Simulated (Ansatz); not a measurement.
Start from `[F][Zn][GeH]1[CH2][SiH2]1` and change one atom or group to get `[CH2]1[SiH2][GeH2]1`.

Ansatz, PBE0-D4/def2-TZVP geometries, multiplicity 1. Each molecule was computed in one conformer, which needn't be the lowest.

Scalar relativity is left out up to krypton.

```tsv
property	`[F][Zn][GeH]1[CH2][SiH2]1`
LUMO energy (B3LYP/def2-TZVPP) / eV	-1.56
HOMO energy (B3LYP/def2-TZVPP) / eV	-6.59
LUMO energy (PBE/def2-TZVPP) / eV	-2.10
HOMO–LUMO gap (B3LYP/def2-TZVPP) / eV	5.02
HOMO energy (ωB97M-V/def2-TZVPP) / eV	-8.70
LUMO energy (PBE0/def2-TZVPP) / eV	-1.30
```

(1) What does the change do to each property? (Best estimate.)

## Answers

(1) The calculation gave: 
```
                             property  `[CH2]1[SiH2][GeH2]1`  shift
  LUMO energy (B3LYP/def2-TZVPP) / eV                  -0.51   1.05
  HOMO energy (B3LYP/def2-TZVPP) / eV                  -6.41   0.18
    LUMO energy (PBE/def2-TZVPP) / eV                  -1.10   1.00
HOMO–LUMO gap (B3LYP/def2-TZVPP) / eV                   5.90   0.88
HOMO energy (ωB97M-V/def2-TZVPP) / eV                  -8.60   0.10
   LUMO energy (PBE0/def2-TZVPP) / eV                  -0.27   1.03
```

With PBE0 the HOMO rises by 0.17 eV and the LUMO rises by 1.03 eV, so the gap widens by about 0.86 eV. PBE moves the HOMO by 0.22 eV and ωB97M-V by 0.10 eV. The zero-point energy changes by 12.2 kJ/mol with -3 modes.

B3LYP here is the variant with VWN-RPA as its local correlation; programs differ in this.
